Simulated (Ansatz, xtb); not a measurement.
# A geometry optimisation of BClFHSi with r2SCAN-D4/def2-SVP

The starting geometry of this gas-phase singlet has its atoms placed at random.

| atom | x (Å) | y (Å) | z (Å) |
| --- | --- | --- | --- |
| B | -0.5318 | 0.3520 | -0.9296 |
| Cl | 0.6561 | -1.3607 | -0.4486 |
| F | 0.3496 | 1.1489 | 1.3291 |
| Si | -1.2077 | 0.1616 | 1.0859 |
| H | 1.6588 | -0.3498 | -0.4933 |

Q: One run relaxed it with r2SCAN-D4/def2-SVP. What is a likely outcome?

A: It ends as `F[Si]BCl`. Distances that change by over a tenth: F3–Si4 (1.86 → 1.65 Å). Contacts that open: Cl2–H5 (1.42 → 2.55 Å). Contacts that close: B1–Cl2 (2.14 → 1.78 Å), B1–H5 (2.34 → 1.21 Å).

The energy falls by 5.72 eV over 21 steps:

| step | E − E(last) (eV) |
| --- | --- |
| 1 | 5.716 |
| 3 | 4.984 |
| 5 | 4.605 |
| 8 | 2.463 |
| 10 | 1.063 |
| 12 | 0.364 |
| 14 | 0.122 |
| 17 | 0.010 |
| 19 | 0.000 |
| 21 | 0.000 |

Final geometry (Å):

```xyz
5

B     0.3544   -0.1361   -0.5571
Cl    0.8491   -1.7424    0.0153
F    -0.0632    1.1754    1.8474
Si   -1.0866    0.3964    0.8095
H     0.8714    0.2586   -1.5716
```

From the same start GFN2-xTB ends elsewhere, in pieces: BClSi + FH.

From so rough a start the end depends on the optimiser's path, so another program may land elsewhere. No frequencies were run, so the end isn't proven a minimum. Run with Ansatz 0.2.0, 14 s on 2 threads of Intel(R) Xeon(R) 6975P-C (Granite Rapids), with other jobs on the host.
